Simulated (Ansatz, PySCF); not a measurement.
Complex: HF (SMILES F) (first 2 atoms) with C2H3N (SMILES CC#N); geometry from B3LYP-D3(BJ)/def2-TZVP.
(charge 0, multiplicity 1):
```tsv
atom	x (Å)	y (Å)	z (Å)
F	0.4826	-0.3172	-0.3494
H	0.3599	-0.1849	0.5756
C	-0.2097	0.4278	4.8640
C	-0.0203	0.2243	3.4392
N	0.1292	0.0636	2.3142
H	-1.2222	0.1416	5.1489
H	0.5016	-0.1795	5.4239
H	-0.0540	1.4774	5.1134
```

Basis-set superposition error: the interaction energy with monomers in their own basis, and in the dimer's basis (counterpoise).

Run with Ansatz (a program for electronic structure); PySCF for 6-31G* rows, M06-2X. 

```csv
level,uncorrected (kcal/mol),counterpoise (kcal/mol),difference
SVWN5/def2-TZVPPD,-13.95,-13.82,0.13
PBE/def2-TZVPPD,-10.07,-9.98,0.09
r2SCAN/def2-TZVPPD,-9.88,-9.81,0.07
B97M-V/def2-TZVPPD,-9.55,-9.48,0.06
B3LYP/def2-TZVPPD,-9.51,-9.42,0.08
M06-2X/def2-TZVPPD,-9.56,-9.48,0.08
CAM-B3LYP/def2-TZVPPD,-10.32,-10.24,0.09
MP2/6-31G*,-8.98,-7.15,1.83
SCS-MP2/aug-cc-pVDZ,-9.43,-8.11,1.32
SCS-MP2/aug-cc-pVQZ,-9.34,-8.84,0.50
```

The error is largest for MP2/6-31G* (1.83 kcal/mol) and smallest for B97M-V/def2-TZVPPD (0.06 kcal/mol).
